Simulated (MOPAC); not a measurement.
MOPAC input (PM7):

```
PM7 PRECISE GNORM=0.05 LET XYZ GEO-OK AUX(PRECISION=9) THREADS=1
ILi

Li   -0.00000000 1   -0.00000000 1   -2.26434100 1
I     0.00000000 1    0.00000000 1    0.12817000 1
```

Output:

```
 *******************************************************************************
 **                                                                           **
 **                              MOPAC v23.2.5                                **
 **                                                                           **
 *******************************************************************************
 ** MOPAC's Digital Object Identifier: https://doi.org/10.5281/zenodo.6511958 **
 **                                                                           **
 ** Please cite the open-source release paper for use of this MOPAC version:  **
 ** J. E. Moussa and J. J. P. Stewart (2026)                                  **
 ** MOPAC: An open-source semiempirical molecular orbital program             **
 ** J. Open Source Softw., 11(119), 8025, https://doi.org/10.21105/joss.08025 **
 *******************************************************************************

                              PM7 CALCULATION RESULTS

 *******************************************************************************
 *  PM7        - The PM7 Hamiltonian to be used
 *  GEO-OK     - OVERRIDE INTERATOMIC DISTANCE AND OTHER SAFETY CHECKS
 *  LET        - OVERRIDE SOME SAFETY CHECKS
 *  PRECISE    - TIGHTER CRITERIA TO BE USED
 *  XYZ        - CARTESIAN COORDINATE SYSTEM TO BE USED
 *  GNORM      - EXIT WHEN GRADIENT NORM DROPS BELOW 0.050
 *  AUX        - OUTPUT AUXILIARY INFORMATION
 *******************************************************************************
PM7 PRECISE GNORM=0.05 LET XYZ GEO-OK AUX(PRECISION=9) THREADS=1
 ILi

   ATOM   CHEMICAL          X               Y               Z
  NUMBER   SYMBOL      (ANGSTROMS)     (ANGSTROMS)     (ANGSTROMS)

     1      Li         -0.00000000  *  -0.00000000  *  -2.26434100  *
     2       I          0.00000000  *   0.00000000  *   0.12817000  *

          CARTESIAN COORDINATES

    NO.       ATOM           X           Y           Z

     1        Li         -0.0000     -0.0000     -2.2643
     2         I          0.0000      0.0000      0.1282

 General Reference for PM7:
 "Optimization of Parameters for Semiempirical Methods VI: More Modifications to the
 NDDO Approximations and Re-optimization of Parameters", J. J. P. Stewart, J. Mol. Mod., 1:32, 19 (2013)
 https://link.springer.com/article/10.1007/s00894-012-1667-x

           Empirical Formula: Li I  =     2 atoms

      MOLECULAR POINT GROUP   :   C*v

      RHF CALCULATION, NO. OF DOUBLY OCCUPIED LEVELS = 4

          Geometry optimization using EF

          DIAGONAL MATRIX USED AS START HESSIAN

 CYCLE:     1  GRAD.:     5.465 HEAT: -29.05435
 CYCLE:     2  GRAD.:     0.220 HEAT: -29.12754
 CYCLE:     3  GRAD.:     0.014 HEAT: -29.12765

     GRADIENT =  0.01407 IS LESS THAN CUTOFF =  0.05000

 -------------------------------------------------------------------------------
 PM7 PRECISE GNORM=0.05 LET XYZ GEO-OK AUX(PRECISION=9) THREADS=1
 ILi

     GEOMETRY OPTIMISED USING EIGENVECTOR FOLLOWING (EF).
     SCF FIELD WAS ACHIEVED

                              PM7 CALCULATION
                                                       MOPAC v23.2.5 Linux

          FINAL HEAT OF FORMATION =        -29.12765 KCAL/MOL =    -121.87009 KJ/MOL

          COSMO AREA              =         94.61 SQUARE ANGSTROMS
          COSMO VOLUME            =         80.49 CUBIC ANGSTROMS

          GRADIENT NORM           =          0.01407          =       0.00995 PER ATOM
          IONIZATION POTENTIAL    =          8.833388 EV
          HOMO LUMO ENERGIES (EV) =         -8.833  2.009
          NO. OF FILLED LEVELS    =          4
          MOLECULAR WEIGHT        =        133.8445         POINT GROUP:  C*v

          MOLECULAR DIMENSIONS (Angstroms)

            Atom       Atom       Distance
            I     2   Li     1     2.35536
            I     2   Li     1     0.00000
            I     2   Li     1     0.00000

          SCF CALCULATIONS        =          4

   ATOM   CHEMICAL          X               Y               Z
  NUMBER   SYMBOL      (ANGSTROMS)     (ANGSTROMS)     (ANGSTROMS)

     1      Li          0.00000000  *   0.00000000  *  -2.24576698  *
     2       I         -0.00000000  *  -0.00000000  *   0.10959598  *

                             CARTESIAN COORDINATES

   1   Li        0.000000000     0.000000000    -2.245766981
   2    I       -0.000000000    -0.000000000     0.109595981

           Empirical Formula: Li I  =     2 atoms

      MOLECULAR POINT GROUP   :   C*v

                  EIGENVALUES
 -21.46819  -9.34474  -8.83339  -8.83339   2.00892   4.58466   4.58466   4.59964
 130.27984 130.41985 130.41985 130.93707 130.93707

              NET ATOMIC CHARGES AND DIPOLE CONTRIBUTIONS

  ATOM NO.   TYPE          CHARGE      No. of ELECS.   s-Pop       p-Pop       d-Pop
    1         Li           0.740774        0.2592     0.25778     0.00144
    2          I          -0.740774        7.7408     1.87383     5.86628     0.00067
 DIPOLE           X         Y         Z       TOTAL
 POINT-CHG.     0.000     0.000    -8.381     8.381
 HYBRID         0.000     0.000    -0.325     0.325
 SUM            0.000     0.000    -8.705     8.705

          ATOMIC ORBITAL ELECTRON POPULATIONS

     Atom    s        px        py        pz      x^2-y^2     xz        z^2       yz        xy
    1 Li   0.25778   0.00005   0.00005   0.00135
    2  I   1.87383   1.99982   1.99982   1.86664   0.00000   0.00014   0.00039   0.00014   0.00000

 **********************
 *                    *
 * JOB ENDED NORMALLY *
 *                    *
 **********************

 == MOPAC DONE ==
```

The geometry given is a B3LYP-D3(BJ)/def2-TZVP minimum.
